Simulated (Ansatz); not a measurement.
Mulliken charges of BClH₄OSSi, SMILES `[SiH3]OB(S)Cl` from r2SCAN/def2-TZVPP in Ansatz (PBE0-D4/def2-TZVP geometry).

| atom | x (Å) | y (Å) | z (Å) | charge (e) |
| --- | --- | --- | --- | --- |
| Si1 | 1.119 | 0.251 | 1.194 | 0.417 |
| O2 | -0.026 | 0.766 | 0.116 | -0.349 |
| B3 | -0.832 | 0.249 | -0.822 | 0.329 |
| S4 | -0.853 | -1.532 | -1.162 | -0.171 |
| Cl5 | -1.879 | 1.348 | -1.724 | -0.164 |
| H6 | 2.436 | 0.750 | 0.735 | -0.063 |
| H7 | 0.776 | 0.828 | 2.513 | -0.061 |
| H8 | 1.125 | -1.232 | 1.262 | -0.053 |
| H9 | -1.778 | -1.475 | -2.130 | 0.117 |

**Question.** By hand: the dipole of these point charges (1 e Å = 4.8032 D).

**Answer.** Σ q r = (0.188, -0.245, 0.153) e Å, of length 0.345 e Å = 1.66 D.

**Question.** How does the dipole of the full density compare? (Estimate.)

**Answer.** Ansatz gave: (0.140, -0.137, 0.119) e Å, 1.10 D; the point charges give 1.51 times that, at 9° from its direction.

Point charges leave out the atoms' own dipoles, such as those of lone pairs, and Mulliken's split depends on the basis, so the two needn't agree.
